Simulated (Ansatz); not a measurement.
A run for Ansatz (a program for electronic structure): U-CCSD(T)/def2-TZVPP on TaC, 2S+1 = 6, a spin state set in the input, which need not be the lowest, a point of a bond scan (R = 1.982 Å). Elements past Kr take the def2 small-core potentials; no spin–orbit coupling.

Ansatz 0.2 input:
```yaml
crystal:
  periodic: [false, false, false]
  atoms:
    - {symbol: Ta, position_ang: [0.00000000, 0.00000000, 0.00000000]}
    - {symbol: C, position_ang: [0.00000000, 0.00000000, 1.98181500]}
basis:
  gaussian:
    orbitals: def2-TZVPP
magnetization: {spin_polarized: true, initial_magnetization: 5}
correlation: {method: ccsd_t, electrons: valence}
output: {orbitals: {seedname: ./end}}
```

Program output:

```
WARN ansatz: RAYON_NUM_THREADS=1 ignored (pool sized by the plan → 1); use --threads N
Functional definition: HF
integrals: 0.12 GiB planned
554 factors; integrals over basis functions are off by at most 1.1e-3 eV
mean field: 0.15 GiB planned
mean field evaluation 1: about -2557.3105 eV, gradient 1.3e1 eV
mean field evaluation 2: about -2557.3210 eV, gradient 1.3e1 eV
mean field evaluation 4: about -2558.8494 eV, gradient 2.7e0 eV
mean field evaluation 8: about -2559.3847 eV, gradient 4.2e-1 eV
mean field evaluation 16: about -2559.4063 eV, gradient 3.3e-4 eV
mean field evaluation 32: about -2530.7791 eV, gradient 7.2e2 eV
mean field evaluation 64: about -2559.1639 eV, gradient 1.3e-1 eV
mean field evaluation 96: about -2559.1693 eV, gradient 1.2e-1 eV
mean field evaluation 128: about -2557.0846 eV, gradient 4.1e0 eV
mean field evaluation 160: about -2559.1903 eV, gradient 3.4e0 eV
mean field evaluation 192: about -2559.2269 eV, gradient 1.3e0 eV
mean field evaluation 224: about -2558.6874 eV, gradient 2.6e-6 eV
mean field evaluation 256: about -2558.1508 eV, gradient 1.4e-2 eV
mean field evaluation 288: about -2558.2347 eV, gradient 7.4e-1 eV
mean field evaluation 320: about -2559.3864 eV, gradient 8.1e-1 eV
mean field evaluation 352: about -2558.4166 eV, gradient 2.8e0 eV
mean field evaluation 384: about -2558.6838 eV, gradient 1.7e-1 eV
mean field evaluation 416: about -2559.1028 eV, gradient 4.4e-1 eV
mean field evaluation 448: about -2558.8414 eV, gradient 3.8e-1 eV
mean field evaluation 480: about -2558.2910 eV, gradient 9.1e-1 eV
mean field evaluation 512: about -2558.1753 eV, gradient 1.1e0 eV
mean field evaluation 544: about -2558.2798 eV, gradient 9.5e-1 eV
mean field evaluation 576: about -2558.6574 eV, gradient 4.0e-1 eV
mean field evaluation 608: about -2558.8287 eV, gradient 9.9e-2 eV
mean field evaluation 640: about -2558.1508 eV, gradient 1.8e-4 eV
mean field evaluation 672: about -2558.0636 eV, gradient 2.1e-1 eV
mean field evaluation 704: about -2559.1111 eV, gradient 1.4e-2 eV
mean field evaluation 736: about -2557.6155 eV, gradient 7.0e-1 eV
mean field evaluation 768: about -2558.1815 eV, gradient 2.0e-1 eV
mean field evaluation 800: about -2558.1748 eV, gradient 2.6e-1 eV
mean field evaluation 832: about -2557.8615 eV, gradient 1.6e0 eV
mean field evaluation 864: about -2558.2276 eV, gradient 1.5e-4 eV
mean field evaluation 896: about -2558.2124 eV, gradient 1.4e-1 eV
mean field evaluation 928: about -2558.2180 eV, gradient 4.9e-3 eV
mean field evaluation 960: about -2558.4121 eV, gradient 1.2e-2 eV
mean field evaluation 992: about -2558.4820 eV, gradient 1.6e0 eV
mean field evaluation 1024: about -2558.3553 eV, gradient 7.0e-1 eV
mean field evaluation 1056: about -2556.7236 eV, gradient 5.4e0 eV
mean field evaluation 1088: about -2557.9098 eV, gradient 6.3e-2 eV
mean field evaluation 1120: about -2557.6174 eV, gradient 8.5e-1 eV
mean field evaluation 1152: about -2556.6970 eV, gradient 2.7e-1 eV
mean field evaluation 1184: about -2558.1508 eV, gradient 2.6e-6 eV
mean field evaluation 1216: about -2558.4121 eV, gradient 1.6e-4 eV
mean field -2559.40633429 eV, -94.0564479572 hartree, gradient 8.6e-6 eV, S^2 9.411599; 41 other end points of the search recorded, 0 dependent functions left out
determinant -2559.40633429 eV, -94.0564479572 hartree, with singles and doubles -2570.62271128 eV, -94.4686422087 hartree
determinant -2559.16951865 eV, -94.0477451428 hartree, with singles and doubles -2570.77588641 eV, -94.4742712911 hartree
determinant -2559.11117304 eV, -94.0456009814 hartree, with singles and doubles -2570.87343719 eV, -94.4778562161 hartree
determinant -2559.09744671 eV, -94.0450965482 hartree, with singles and doubles -2570.62801065 eV, -94.4688369573 hartree
determinant -2559.08157035 eV, -94.0445131026 hartree, with singles and doubles -2570.92767180 eV, -94.4798493013 hartree
determinant -2558.86233953 eV, -94.0364565185 hartree, with singles and doubles -2570.57725582 eV, -94.4669717514 hartree
determinant -2558.83406016 eV, -94.0354172710 hartree, with singles and doubles -2570.64751254 eV, -94.4695536384 hartree
determinant -2558.81494962 eV, -94.0347149715 hartree, with singles and doubles -2570.68446537 eV, -94.4709116298 hartree
determinant -2558.75662792 eV, -94.0325716886 hartree, with singles and doubles -2569.98006229 eV, -94.4450252940 hartree
determinant -2558.68741110 eV, -94.0300280172 hartree, with singles and doubles -2570.00544861 eV, -94.4459582240 hartree
determinant -2558.41213741 eV, -94.0199118957 hartree, with singles and doubles -2569.42719930 eV, -94.4247079538 hartree
determinant -2558.22764065 eV, -94.0131317650 hartree, with singles and doubles -2569.72003527 eV, -94.4354694773 hartree
determinant -2558.21801605 eV, -94.0127780673 hartree, with singles and doubles -2569.16894139 eV, -94.4152171509 hartree
determinant -2558.15079241 eV, -94.0103076443 hartree, with singles and doubles -2569.67638001 eV, -94.4338651761 hartree
determinant -2558.07133283 eV, -94.0073875583 hartree, with singles and doubles -2569.34727743 eV, -94.4217708793 hartree
determinant -2557.98790184 eV, -94.0043215262 hartree, with singles and doubles -2569.53365908 eV, -94.4286202787 hartree
determinant -2557.98585811 eV, -94.0042464206 hartree, with singles and doubles -2569.40708170 eV, -94.4239686459 hartree
determinant -2557.91032959 eV, -94.0014707986 hartree, with singles and doubles -2568.36655272 eV, -94.3857299111 hartree
determinant -2557.71228571 eV, -93.9941928203 hartree, with singles and doubles -2568.59875162 eV, -94.3942630632 hartree
determinant -2557.55545788 eV, -93.9884295039 hartree, with singles and doubles -2567.86251361 eV, -94.3672068156 hartree
determinant -2559.40633429 eV, -94.0564479572 hartree, with singles and doubles -2570.83226541 eV, -94.4763431812 hartree
determinant -2559.16951865 eV, -94.0477451428 hartree, with singles and doubles -2570.84202608 eV, -94.4767018792 hartree
determinant -2559.11117304 eV, -94.0456009814 hartree, with singles and doubles -2570.90153977 eV, -94.4788889668 hartree
determinant -2559.09744671 eV, -94.0450965482 hartree, with singles and doubles -2570.67427603 eV, -94.4705371785 hartree
determinant -2559.08157035 eV, -94.0445131026 hartree, with singles and doubles -2570.93745509 eV, -94.4802088304 hartree
determinant -2558.86233953 eV, -94.0364565185 hartree, with singles and doubles -2570.65850121 eV, -94.4699574645 hartree
determinant -2558.83406016 eV, -94.0354172710 hartree, with singles and doubles -2570.67943483 eV, -94.4707267608 hartree
determinant -2558.81494962 eV, -94.0347149715 hartree, with singles and doubles -2570.70175611 eV, -94.4715470529 hartree
1 core orbitals not correlated
reference -2559.08157036 eV, -94.0445131030 hartree; 11, 6 occupied and 75, 80 virtual orbitals, 554 factors
second order -11.64647269 eV of doubles, -0.00000000 eV of singles
coupled cluster: 0.40 GiB planned
cycle   1  -11.85590125 eV  change   -1.7e-5 eV  update   6.7e-5
cycle   2  -11.85586821 eV  change    3.3e-5 eV  update   2.5e-5
cycle   3  -11.85587790 eV  change   -9.7e-6 eV  update   1.2e-5
coupled cluster: 0.40 GiB planned
perturbative correction -0.65321485 eV, -0.0240052030 hartree
Total energy: -2571.59066311 eV, -94.5042137826 hartree
```

The calculation finished and met its thresholds.

Cost: roughly 90 core-seconds.
